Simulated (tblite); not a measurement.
H₇NSi₂, charge +1, doublet, at a GFN2-xTB geometry (a state made from the parent by changing its charge; the spin is typed, not shown lowest); GFN1-xTB (tblite).

The tblite input:
```
$ tblite run mol.xyz --method gfn1 --charge 1 --spin 1 --spin-polarized --json tblite.json --no-restart

# file mol.xyz
10

Si     1.57720490    -0.21844012     0.33719565
N     -0.03462093    -0.41558879    -0.33441382
Si    -1.55864659     0.44121370    -0.15793536
H      2.43384184    -0.15398708    -0.86251371
H      1.53144398     0.95247478     1.19537894
H      1.82435616    -1.52111277     0.98754272
H     -0.10026846    -1.20362026    -0.96852287
H     -2.49882484    -0.62606735     0.23482359
H     -1.88220977     0.82663940    -1.54636792
H     -1.32580884     1.51596464     0.79091202
```

Problem. What does tblite print? Leave out banner, timings and long lists.

Solution. 
```
xTB calculator
 | screened Coulomb repulsion
 | Coulomb electrostatics
 |  * isotropic Klopman-Ohno-Mataga-Nishimoto electrostatics
 |  * onsite third-order electrostatics
 | DFT-D3(BJ) dispersion correction
 | Interactions (1)
 | [1] spin polarization

halogen bonding energy    0.0000000000000E+00 Eh
repulsion energy          9.3195126032128E-02 Eh
dispersion energy        -3.0565346386921E-03 Eh
interaction energy        0.0000000000000E+00 Eh
number of electrons       1.9000000000000E+01 e
integral cutoff           2.8146159136829E+01 bohr

------------------------------------------------------------
  cycle        total energy    energy error   density error
------------------------------------------------------------
      1     -10.06859955435  -1.0158738E+01   3.5483897E-01
      2     -10.21063126452  -1.4203171E-01   1.5779195E-01
      3     -10.22437034889  -1.3739084E-02   1.1084920E-01
      4     -10.23583098143  -1.1460633E-02   2.7342207E-02
      5     -10.23761423398  -1.7832525E-03   7.4573912E-03
      6     -10.23751584454   9.8389438E-05   1.0125344E-02
      7     -10.23782509297  -3.0924843E-04   2.3358793E-03
      8     -10.23783429389  -9.2009150E-06   3.4179390E-04
      9     -10.23783444740  -1.5350569E-07   1.3086736E-04
     10     -10.23783449012  -4.2725404E-08   5.9442337E-05
     11     -10.23783449297  -2.8473490E-09   2.8478203E-05
     12     -10.23783449653  -3.5654750E-09   1.3698232E-05
------------------------------------------------------------

electronic energy        -1.0327973087927E+01 Eh
total energy             -1.0237834496534E+01 Eh

Post processing:
 | Mayer-Wiberg bond orders

[Info] JSON dump of results written to 'tblite.json'
```
